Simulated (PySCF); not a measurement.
Running PySCF for TeC

The script input.py:

```python
from pyscf import gto, dft

mol = gto.M(
    atom='Te 0 0 0; C 0 0 2.131',
    basis='lanl2dz',
    ecp={'Te': 'lanl2dz'},
    charge=0,
    spin=0,
    verbose=4,
)
mf = dft.RKS(mol, xc='mn15')
mf.kernel()
mf.mulliken_pop()
mf.dip_moment()
print('orbital energies (hartree):', mf.mo_energy[..., max(0, mol.nelec[1]-3):mol.nelec[0]+3].round(4))
```

```bash
$ OMP_NUM_THREADS=1 python input.py
```

It prints (some set-up lines and the per-cycle HOMO/LUMO lines with their warnings removed):

```
PySCF version 2.14.0

[INPUT] verbose = 4
[INPUT] num. atoms = 2
[INPUT] num. electrons = 12
[INPUT] charge = 0
[INPUT] spin (= nelec alpha-beta = 2S) = 0
[INPUT] symmetry False subgroup None
[INPUT] Mole.unit = angstrom
[INPUT] Symbol           X                Y                Z      unit          X                Y                Z       unit  Magmom
[INPUT]  1 Te     0.000000000000   0.000000000000   0.000000000000 AA    0.000000000000   0.000000000000   0.000000000000 Bohr   0.0
[INPUT]  2 C      0.000000000000   0.000000000000   2.131000000000 AA    0.000000000000   0.000000000000   4.027006371448 Bohr   0.0

nuclear repulsion = 8.93964316899109
number of shells = 9
number of NR pGTOs = 37
number of NR cGTOs = 17
basis = lanl2dz
ecp = {'Te': 'lanl2dz'}

******** <class 'pyscf.dft.rks.RKS'> ********
method = RKS
initial guess = minao
damping factor = 0
level_shift factor = 0
DIIS = <class 'pyscf.scf.diis.CDIIS'>
diis_start_cycle = 1
diis_space = 8
diis_damp = 0
SCF conv_tol = 1e-09
SCF conv_tol_grad = None
SCF max_cycles = 50
direct_scf = True
direct_scf_tol = 1e-13
XC library pyscf.dft.libxc version 7.0.0
    S. Lehtola, C. Steigemann, M. J.T. Oliveira, and M. A.L. Marques.,  SoftwareX 7, 1–5 (2018)
XC functionals = mn15
    H. S. Yu, X. He, S. L. Li, and D. G. Truhlar.,  Chem. Sci. 7, 5032-5051 (2016)
    H. S. Yu, X. He, S. L. Li, and D. G. Truhlar.,  Chem. Sci. 7, 5032-5051 (2016)
radial grids:
    Treutler-Ahlrichs [JCP 102, 346 (1995); DOI:10.1063/1.469408] (M4) radial grids

becke partition: Becke, JCP 88, 2547 (1988); DOI:10.1063/1.454033
pruning grids: <function nwchem_prune>
grids dens level: 3
symmetrized grids: False
atomic radii adjust function: <function treutler_atomic_radii_adjust>
small_rho_cutoff = 0
Set gradient conv threshold to 3.16228e-05
Initial guess from minao.
tot grids = 36080
init E= -41.9075937141015
cycle= 1 E= -45.0553353310233  delta_E= -3.15  |g|= 1.37  |ddm|= 3.26
cycle= 2 E= -44.0235740999323  delta_E= 1.03  |g|= 1.64  |ddm|= 7.76
cycle= 3 E= -45.856142224127  delta_E= -1.83  |g|= 0.339  |ddm|=  7.3
cycle= 4 E= -45.8921613640849  delta_E= -0.036  |g|= 0.128  |ddm|= 0.275
cycle= 5 E= -45.8974003126358  delta_E= -0.00524  |g|= 0.0621  |ddm|= 0.0941
cycle= 6 E= -45.8986817154686  delta_E= -0.00128  |g|= 0.0192  |ddm|= 0.0405
cycle= 7 E= -45.8988146575157  delta_E= -0.000133  |g|= 0.00257  |ddm|= 0.0154
cycle= 8 E= -45.8988180397506  delta_E= -3.38e-06  |g|= 0.000752  |ddm|= 0.00535
cycle= 9 E= -45.8988182787512  delta_E= -2.39e-07  |g|= 5.69e-05  |ddm|= 0.00125
cycle= 10 E= -45.8988182799335  delta_E= -1.18e-09  |g|= 1.77e-06  |ddm|= 6e-05
cycle= 11 E= -45.898818279935  delta_E= -1.49e-12  |g|= 6.51e-08  |ddm|= 3.63e-06
Extra cycle  E= -45.898818279935  delta_E=    0  |g|= 1.84e-07  |ddm|= 2.4e-07
converged SCF energy = -45.898818279935
 ** Mulliken pop  **
pop of  0 Te 5s           0.72965
pop of  0 Te 6s           1.23860
pop of  0 Te 5px          0.75331
pop of  0 Te 5py          0.75331
pop of  0 Te 5pz          0.71730
pop of  0 Te 6px          0.68034
pop of  0 Te 6py          0.68034
pop of  0 Te 6pz          0.24774
pop of  1 C 1s            1.99835
pop of  1 C 2s            0.97895
pop of  1 C 3s            1.00072
pop of  1 C 2px           0.36526
pop of  1 C 2py           0.36526
pop of  1 C 2pz           0.90008
pop of  1 C 3px           0.20108
pop of  1 C 3py           0.20108
pop of  1 C 3pz           0.18861
 ** Mulliken atomic charges  **
charge of    0Te =      0.19940
charge of    1C =     -0.19940
Dipole moment(X, Y, Z, Debye): -0.00000, -0.00000, -1.76126
orbital energies (hartree): [-0.3213 -0.3025 -0.3025 -0.101  -0.101   0.002 ]
```

In short: E(SCF) = -45.898818 Eh, 11 cycles, μz(SCF) = -1.76 D.

It ran on Intel Xeon 6975P-C (1 thread, shared host) in 2.1 s.

Stability towards an unrestricted solution was not tested. The bond length is a typed value, not an optimised one.
